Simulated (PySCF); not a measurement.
Isomers of C5H13NSi3, one GFN2-xTB conformer each. Single-point energies are computed at PBE0/pcSseg-1 (PySCF, gas phase, no added dispersion term), electronic only.

**Question.** Rank them by PBE0/pcSseg-1 energy, lowest first (kJ/mol).
A. `[CH2:1]=[C:2]([CH2:3][C:4]#[N:5])[SiH2:6][CH:7]([SiH3:8])[SiH3:9]` with C1–C2–C3–C4 -114°, C1–C2–Si6–C7 95°, C2–Si6–C7–Si8 -55°
B. `[CH2:1]=[CH:2][CH2:3][SiH2:4][C:5]([SiH3:6])([SiH3:7])[C:8]#[N:9]` with C1–C2–C3–Si4 106°, C2–C3–Si4–C5 176°, C3–Si4–C5–Si6 58°
C. `[N:1]#[C:2][CH2:3][Si@H:4]([SiH3:5])[SiH2:6][CH:7]1[CH2:8][CH2:9]1` with C2–C3–Si4–Si5 64°, C3–Si4–Si6–C7 74°, Si4–Si6–C7–C8 148°
D. `[CH3:1][CH2:2][Si@@H:3]1[CH2:4][SiH2:5][C@H:6]([C:7]#[N:8])[SiH2:9]1` with C1–C2–Si3–C4 176°, C2–Si3–C4–Si5 -99°, Si3–C4–Si5–C6 -37°, C4–Si5–C6–C7 165°, Si5–C6–Si9–Si3 -27°
E. `[CH3:1][C@@H:2]([SiH3:3])[Si@@H:4]1[CH2:5][SiH2:6][C@H:7]1[C:8]#[N:9]` with C1–C2–Si4–C5 -69°
F. `[CH3:1][C@@H:2]([SiH3:3])[Si@@H:4]1[CH2:5][SiH2:6][C@@H:7]1[C:8]#[N:9]` with C1–C2–Si4–C5 -87°, C2–Si4–C5–Si6 -108°, Si4–C5–Si6–C7 -8°, C5–Si6–C7–C8 129°, C2–Si4–C7–Si6 109°
G. `[CH3:1][C@@H:2]([SiH3:3])[Si@H:4]1[CH2:5][SiH2:6][C@@H:7]1[C:8]#[N:9]` with C1–C2–Si4–C5 -174°
H. `[N:1]#[C:2][C@H:3]1[CH2:4][C@@H:5]([SiH2:6][SiH2:7][SiH3:8])[CH2:9]1` with C4–C5–Si6–Si7 163°, C5–Si6–Si7–Si8 161°, C2–C3–C4–C5 105°, C3–C4–C5–Si6 -107°, C4–C5–C9–C3 -10°, C2–C3–C9–C5 -105°
I. `[CH3:1][C:2]1=[CH:3][Si@H:4]([N:5]([SiH3:6])[SiH3:7])[CH:8]=[CH:9]1` with C3–Si4–N5–Si6 36°
J. `[CH3:1][CH2:2][Si@@H:3]1[CH2:4][SiH2:5][C@H:6]1[SiH2:7][C:8]#[N:9]` with C1–C2–Si3–C4 169°, Si5–C6–Si7–C8 57°
K. `[CH3:1][C:2]1=[CH:3][CH:4]=[CH:5][Si@H:6]1[N:7]([SiH3:8])[SiH3:9]` with C5–Si6–N7–Si8 -164°

**Answer.** I (0.0), K (4.6), D (11.2), J (18.6), F (75.2), G (76.5), E (77.9), C (163.2), B (164.1), A (168.6), H (195.2).

As drawn, the lowest has a C=C bond outside aromatic rings, which the highest lacks; the highest has a four-membered ring, a C≡N group and an Si–Si bond, which the lowest lacks. Neighbours under 10 kJ/mol apart (CC1=C[Si@H](N([SiH3])[SiH3])C=C1 and CC1=CC=C[Si@H]1N([SiH3])[SiH3]; CC1=CC=C[Si@H]1N([SiH3])[SiH3] and CC[Si@@H]1C[SiH2][C@H](C#N)[SiH2]1; CC[Si@@H]1C[SiH2][C@H](C#N)[SiH2]1 and CC[Si@@H]1C[SiH2][C@H]1[SiH2]C#N; C[C@@H]([SiH3])[Si@@H]1C[SiH2][C@@H]1C#N and C[C@@H]([SiH3])[Si@H]1C[SiH2][C@@H]1C#N; others) can change places with a better method, another conformer or zero-point energy. C[C@@H]([SiH3])[Si@@H]1C[SiH2][C@@H]1C#N and C[C@@H]([SiH3])[Si@H]1C[SiH2][C@@H]1C#N are stereoisomers, 1.3 kJ/mol apart in the conformers taken. GFN2-xTB itself gives, in the same order: 0.0, 1.1, 207.4, 291.3, 229.9, 231.8, 231.0, 277.8, 234.4, 258.7, 244.2. Both levels put the same isomer lowest; measured from each level's own lowest isomer, the values differ by up to 272.7 kJ/mol (CC[Si@@H]1C[SiH2][C@H]1[SiH2]C#N: 291.3 against 18.6).

**Question.** Which frontier levels, dipoles and rotational constants go with these structures?

**Answer.** 
```csv
SMILES,"HOMO (eV, PBE0/pcSseg-1)",LUMO (eV),dipole (D),"A, B, C (MHz)"
CC1=C[Si@H](N([SiH3])[SiH3])C=C1,-6.64,-1.56,1.04,"1695, 640.5, 517.2"
CC1=CC=C[Si@H]1N([SiH3])[SiH3],-6.41,-1.57,0.52,"1425, 761.0, 630.2"
CC[Si@@H]1C[SiH2][C@H](C#N)[SiH2]1,-8.04,-0.59,5.35,"1585, 623.4, 514.8"
CC[Si@@H]1C[SiH2][C@H]1[SiH2]C#N,-7.99,-0.48,4.42,"1207, 692.6, 577.4"
C[C@@H]([SiH3])[Si@@H]1C[SiH2][C@@H]1C#N,-7.89,-0.46,4.52,"1218, 796.5, 665.5"
C[C@@H]([SiH3])[Si@H]1C[SiH2][C@@H]1C#N,-7.88,-0.46,5.02,"1346, 701.3, 570.2"
C[C@@H]([SiH3])[Si@@H]1C[SiH2][C@H]1C#N,-7.87,-0.46,5.09,"1473, 625.0, 588.0"
N#CC[Si@H]([SiH3])[SiH2]C1CC1,-7.98,-0.80,2.93,"1093, 673.3, 605.8"
C=CC[SiH2]C([SiH3])([SiH3])C#N,-7.41,-0.36,3.53,"1467, 531.3, 525.4"
C=C(CC#N)[SiH2]C([SiH3])[SiH3],-8.21,-0.92,3.32,"1269, 615.5, 594.5"
N#C[C@H]1C[C@@H]([SiH2][SiH2][SiH3])C1,-8.10,-0.46,4.18,"2093, 398.3, 377.3"
```
